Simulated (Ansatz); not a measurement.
Geometry optimisation, RHF/def2-SVP in Ansatz.

Input:

```yaml
crystal:
  periodic: [false, false, false]
  atoms:
    - { symbol: Mo, position_ang: [0.0, 0.0, 0.0] }
    - { symbol: Cl, position_ang: [0.0, 0.0, 2.31] }
    - { symbol: F, position_ang: [1.77, 0.0, 0.0] }
    - { symbol: F, position_ang: [0.0, 1.77, 0.0] }
    - { symbol: F, position_ang: [-1.77, 0.0, 0.0] }
    - { symbol: Cl, position_ang: [0.0, -2.31, 0.0] }
    - { symbol: Cl, position_ang: [0.0, 0.0, -2.31] }
basis:
  gaussian: { orbitals: def2-SVP }
hamiltonian:
  xc: hf
relax:
  f_tol: 0.02
  max_steps: 40
```

Command:

```bash
$ ansatz run input.yaml --threads 4 --pin off --max-ram 5120MiB --backend cpu --events-out ev --progress --plain --runs-dir out
```

Problem. Where does it end, and by what steps?

Solution. It converged. After 4 steps the energy has fallen by 0.095 eV; Cl2 moved furthest, 0.05 Å.

```json
{"step": "0", "energy less start (eV)": "0.0000", "largest force component (eV/Å)": "2.139", "accepted": "yes"}
{"step": "1", "energy less start (eV)": "-0.0853", "largest force component (eV/Å)": "0.743", "accepted": "yes"}
{"step": "2", "energy less start (eV)": "-0.0941", "largest force component (eV/Å)": "0.108", "accepted": "yes"}
{"step": "3", "energy less start (eV)": "-0.0947", "largest force component (eV/Å)": "0.045", "accepted": "yes"}
{"step": "4", "energy less start (eV)": "-0.0948", "largest force component (eV/Å)": "0.006", "accepted": "yes"}
```

```xyz
7
Properties=species:S:1:pos:R:3
Mo 0.000 -0.046 0.000
Cl 0.000 0.037 2.277
F 1.800 -0.016 0.000
F 0.000 1.769 0.000
F -1.800 -0.016 0.000
Cl 0.000 -2.306 0.000
Cl 0.000 0.037 -2.277
```

Whether the end is a true minimum wasn't checked by a vibrational analysis.

Time of the run: 14 s on 4 threads of Arm Neoverse V1, with other jobs on the host, peak memory 0.44 GiB.
